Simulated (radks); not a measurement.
S, 16 electrons, occupied as [Ne] 3s0.5 3p5.5 (fractional occupations, a model configuration). All-electron calculation, Dirac Kohn-Sham, LDA (Slater exchange, Perdew-Wang correlation), spin-unpolarised, spherical densities, finite nucleus; open shells fill j = l - 1/2 first; Fermi nuclear charge, rms radius 3.2611 fm. Program: a radial shooting solver on a logarithmic mesh with Libxc functionals.

Normalised radial functions P(r) = r R(r) (large component), r in bohr:

r	1s1/2	2p1/2
0.00403	0.4775	0.0024
0.005123	0.5956	0.0038
0.006565	0.7446	0.0060
0.008412	0.9249	0.0094
0.01069	1.1318	0.0147
0.0137	1.3801	0.0233
0.01742	1.6509	0.0362
0.02233	1.9536	0.0566
0.02861	2.2620	0.0878
0.03637	2.5391	0.1329
0.04661	2.7639	0.2007
0.05972	2.8776	0.2971
0.07592	2.8354	0.4240
0.09729	2.6030	0.5937
0.1247	2.1831	0.7995
0.1585	1.6518	1.0188
0.2031	1.0747	1.2355
0.2582	0.5966	1.3920
0.3309	0.2594	1.4483
0.424	0.0846	1.3617
0.539	0.0203	1.1435
0.6907	0.0029	0.8273
0.8851	0.0002	0.5014
1.125	0.0000	0.2515
1.442	0.0000	0.0948
1.848	0.0000	0.0256
2.349	0.0000	0.0049
3.01	0.0000	0.0005
3.827	0.0000	0.0000
4.904	0.0000	0.0000
6.284	0.0000	0.0000

1s1/2: eigenvalue -2399.0 eV, 0 radial nodes, <r> = 0.0971 bohr, 90 % of the charge inside 0.174 bohr. 2p1/2: eigenvalue -159.34 eV, 0 radial nodes, <r> = 0.442 bohr, 90 % of the charge inside 0.737 bohr.
